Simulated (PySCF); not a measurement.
Pt (platinum, neutral) across methods

[Xe] 4f14 5d9 6p1, one real determinant (an excited configuration). Calculation: PySCF 2.14, in aug-cc-pwCVTZ-PP with ECP60MDF; scalar relativity through the core potential.

```tsv
method	E (hartree)	mean ε 5d α (eV)	mean ε 5d β (eV)	mean ε 6p α (eV)	Σ⟨r²⟩ (bohr²)	⟨S²⟩
LDA	-119.0004	-8.486	-7.810	-2.342	63.18	2.000
UHF	-118.36904	-13.917	-12.983	-3.749	67.27	2.003
PBE0	-119.1964	-9.882	-9.155	-2.753	63.77	2.001
HSE06	-119.1950	-9.478	-8.755	-2.421	63.88	2.001
revPBE	-119.2868	-8.264	-7.601	-2.249	63.91	2.001
PBEsol	-119.0731	-8.312	-7.631	-2.267	63.30	2.001
r2SCAN	-119.2397	-8.520	-7.768	-2.387	62.50	2.002
```

Q: Estimate the same row for PBE.

A: E (hartree) = -119.2368; mean ε 5d α (eV) = -8.319; mean ε 5d β (eV) = -7.649; mean ε 6p α (eV) = -2.273; Σ⟨r²⟩ (bohr²) = 63.75; ⟨S²⟩ = 2.001.

⟨L²⟩ = 8.11 against 12 for a pure F term, so this real determinant mixes terms. Energies and moments cover only the electrons outside the core potential. Spin-orbit coupling, absent here, splits the open shell strongly.
